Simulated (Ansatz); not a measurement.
Basis-set extrapolation for ClH4OSi2 (`[SiH3]O[SiH]Cl`) radical (PBE0-D4/def2-TZVP geometry, frozen core, Ansatz). Multiplicity 2, UHF reference.

```csv
,def2-TZVPP,def2-QZVPP
HF,-1114.737049,-1114.772711
MP2 correlation,-0.643397,-0.699976
CCSD(T) correlation,-0.716762,not run
```

Energies in hartree. Use E(X) = E(∞) + A·exp(−7.88·√X) for Hartree–Fock and E(X) = E(∞) + B·X^(−2.97) for correlation, with X = 3 and 4, and add CCSD(T) minus MP2 of the smaller set to the MP2 limit.

Task: What is the CCSD(T) energy at the basis-set limit?

Result: HF limit: -1114.772711 + (-0.035662) × 0.13774 = -1114.77762. MP2 limit: -0.699976 + (-0.056579) × 0.74074 = -0.74189. Higher-order term: -0.716762 − (-0.643397) = -0.07337. Total: -1115.59288 hartree, 87.3 kcal/mol below CCSD(T)/def2-TZVPP.
